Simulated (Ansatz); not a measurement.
```xyz
3

O     0.0000    0.0000    0.0000
Mg    0.0000    2.5976    1.4997
Mg    0.0000   -2.5976    1.4997
```

Basis set: pcseg-2 (spherical functions). Charge 0, multiplicity 3.

Computed with Ansatz (development build ahead of 0.2.0); each method stands on the lowest determinant of its kind that the runs found. Restricted functionals stand beside restricted open-shell atoms, which can lie above the unrestricted atoms usual in DFT and then raise those values.

The atomization energy at this shape (free ground-state atoms in the same class of orbitals less the molecule, no zero-point energy) of triplet Mg₂O:

```json
{"method": "r²SCAN (restricted open-shell)", "atomization energy": "1.29 eV"}
```

(1) What does r²SCAN (unrestricted) give?

## Answers

(1) 1.38 eV. Caution: other spin multiplicities may lie lower. Caution for r²SCAN (unrestricted): the unrestricted determinant is spin contaminated.

The shape needn't be a minimum at these levels.
